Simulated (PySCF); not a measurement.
Give a GFN2-xTB geometry of `C#CC(C#N)(C#N)C(F)(F)F`.

```
atom  x, y, z in Å
C1     2.124   -1.190   -0.343
C2     1.127   -0.607   -0.038
C3    -0.097    0.105    0.322
C4    -0.865   -0.694    1.275
N5    -1.449   -1.329    2.018
C6     0.245    1.389    0.933
N7     0.530    2.384    1.408
C8    -0.953    0.353   -0.947
F9    -1.288   -0.795   -1.538
F10   -2.084    1.001   -0.661
F11   -0.289    1.084   -1.845
H12    3.001   -1.702   -0.610
```

Any rigid rotation of these coordinates is as good. Atoms count from 1 in this order. The C–C distances run from 1.195 Å (C1≡C2, drawn triple) to 1.551 Å (C3–C8, drawn single), a spread of 0.356 Å. All 3 C–F bonds measure 1.334 Å.

Bonds between heavy atoms (Å): C1≡C2 1.195, C2–C3 1.461, C3–C4 1.462, C4≡N5 1.139, C3–C6 1.461, C6≡N7 1.139, C3–C8 1.551, C8–F9 1.334, C8–F10 1.334, C8–F11 1.334.

Computed geometry: GFN2-xTB, gas phase.

Point group: Cs (every atom within 0.08 Å of its image). Not checked by GFN2-xTB frequencies.
